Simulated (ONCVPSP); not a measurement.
**Si (Z = 14), ONCV: configuration errors across variants**

```json
{
  "Element": "silicon (Si)",
  "Generator": "ONCVPSP 4.0.1",
  "Type": "optimised norm-conserving Vanderbilt (ONCV)",
  "Functional": "PBE",
  "Relativity": "scalar-relativistic",
  "Frozen core": "[He]",
  "Valence charge": "12",
  "Reference configuration": "2s2 2p6 3s2 3p1 (charge +1)",
  "Partial waves": "2s+3s: rc 1.10 bohr, ncon 5, nbas 9, qcut 9.4 1/bohr, 2 projectors; 2p+3p: rc 0.80 bohr, ncon 3, nbas 7, qcut 18.6 1/bohr, 2 projectors",
  "Local potential": "polynomial inside 0.70 bohr (lpopt 4, dvloc0 3 Ha)",
  "Core correction": "Teter function, fcfact 3, rcfact 1.25"
}
```

All-electron excitation energies from the reference (eV): (1) 2s2 2p6 3s2 3p2 -7.740; (2) 2s2 2p6 3s2 3p0 15.993; (3) 2s2 2p6 3s1 3p0 49.964; (4) 2s2 2p6 3s0 3p4 6.038.

3 further variants failed, have other tests or another functional or relativity, and are left out.

Errors AE − PS in meV (a dash: test not solved or not reliable):

| change | (1) | (2) | (3) | (4) | bound ghosts | GHOST(+) flags above zero |
| --- | --- | --- | --- | --- | --- | --- |
| base | +0.2 | +0.7 | -1.6 | +0.7 | none | none |
| p: qcut 13.4 | +0.3 | +1.0 | -1.2 | -0.3 | none | none |
| p: rc 0.56; local potential polynomial inside 0.56 bohr (lpopt 4, dvloc0 3 Ha) | +0.4 | +0.2 | -2.3 | +1.7 | none | none |
| core correction Teter function, fcfact 4, rcfact 1.65 | +0.2 | +0.7 | -1.8 | +0.6 | none | none |
| s: qcut 6.6; p: qcut 13 | +0.3 | +1.1 | -1.0 | -0.1 | none | none |
| s: nproj 4 | +0.2 | +0.7 | -1.9 | +0.5 | none | s |

(1) Give the same row for: s: rc 0.94.

Answers

(1) +0.2, +0.7, -1.3, +1.2; bound ghosts: none; GHOST(+) flags above zero: none.
